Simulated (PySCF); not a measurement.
GeH7NOSi, SMILES [GeH2]([OH])[NH][SiH3].

The structure is a stationary point at ωB97X-D3(BJ)/def2-SVP. The structure was generated by enumeration, and PubChem lists no compound with its InChIKey, so it may never have been made. One conformer was computed; it need not be the lowest.

Two levels are set side by side: PBE/def2-TZVP (PySCF) and HF/def2-TZVP (PySCF). Same geometry, gas phase. Differences are taken from unrounded values.

| quantity | HF | PBE | PBE minus HF |
|---|---|---|---|
| orbital gap (eV) | 13.89 | 5.41 | -8.48 |
| highest occupied level (eV) | -10.95 | -6.19 | 4.76 |
| lowest empty level (eV) | 2.94 | -0.78 | -3.72 |
| dipole moment (D) | 1.01 | 0.77 | -0.25 |
| mean polarisability (bohr³) | 59.6 | 68.9 | 9.3 |

PBE's occupied levels lie high since its potential decays too fast outside the molecule; exact exchange lowers them and widens the gap. PBE's more diffuse valence density responds more strongly to a field. Differences between two approximate levels are no errors against the true value.

Rough cost on one machine, each run with all the roots and properties that it gave: HF against PBE about 1/3.
